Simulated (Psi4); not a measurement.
CH$_{3}$AlCl$_{2}$S (SMILES C[S][Al]([Cl])[Cl]), singlet, at a GFN2-xTB geometry (such geometries of metal compounds can be far from the true shape).

Here is a job for Psi4.
```
memory 2 GB

molecule mol {
0 1
Al    0.104519    0.026222    0.421141
Cl    0.116506   -0.868303    2.237082
Cl    0.841457    1.891273    0.081478
S    -0.767268   -1.133380   -1.238524
C    -0.604802   -0.022376   -2.691693
H    -0.134179    0.914245   -2.407506
H    -1.600901    0.159012   -3.081632
H    -0.003941   -0.536291   -3.434676
}

set {
  basis cc-pv(d+d)z
  reference rks
}

energy('cam-b3lyp')
print_variables()
```

**Question.** What does this run give for the total energy, dipole moment, number of basis functions, nuclear repulsion energy?

**Answer.** 
The total energy is -1601.142998 Ha, the dipole moment is 1.61 D and the number of basis functions comes out as 121. The nuclear repulsion energy is 391.4909 Eh.
